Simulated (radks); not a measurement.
Values are calculated unless marked as measured or tabulated.
The technetium ion Tc21+, configuration [Ar] 3d4. Level of theory: Dirac Kohn-Sham, LDA (Slater exchange, Perdew-Wang correlation), spin-unpolarised, spherical densities, finite nucleus; open shells are shared between the two j in proportion to 2j + 1; Fermi nuclear charge, rms radius 4.4112 fm (a radial shooting solver on a logarithmic mesh with Libxc functionals).

Spin-orbit splittings of the eigenvalues, e(l+1/2) - e(l-1/2), with zeta = 2 splitting/(2l+1) and mean radii in bohr:

\begin{tabular}{lrrrrr}
shell & occ. & splitting (eV) & zeta (eV) & <r> j=l-1/2 & <r> j=l+1/2 \\ \hline
2p & 6 & 118.9 & 79.26 & 0.1266 & 0.1312 \\
3p & 6 & 23.94 & 15.96 & 0.3769 & 0.3852 \\
3d & 4 & 5.068 & 2.027 & 0.3471 & 0.3496 \\
4p & 0 & 7.638 & 5.092 & 0.7907 & 0.8025 \\
\end{tabular}
